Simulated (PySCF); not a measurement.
SiHBr, SMILES [SiH]Br (connectivity only; charge and spin as stated), neutral, multiplicity 1. Coordinates come from a B3LYP-D3(BJ)/def2-TZVP optimisation.

Method: B3LYP-D3(BJ)/def2-TZVP run with PySCF.

Harmonic wavenumbers (cm⁻¹): 393, 774, 2018. Rotational constants (GHz): 225.7, 4.593, 4.501; symmetry number 1.

**Question.** Work out the zero-point energy and the ideal-gas rigid-rotor harmonic-oscillator thermochemistry at 298.15 K and 1 atm.

**Answer.** ZPE = ½ Σ hcν = ½ × 3186 cm⁻¹ = 4.55 kcal/mol. H − E(el) = 7.18 kcal/mol. Entropy in cal/(mol K): translation 39.97, rotation 21.76, vibration 1.22, total 62.95. G − E(el) = -11.59 kcal/mol. Cp = 10.14 cal/(mol K).
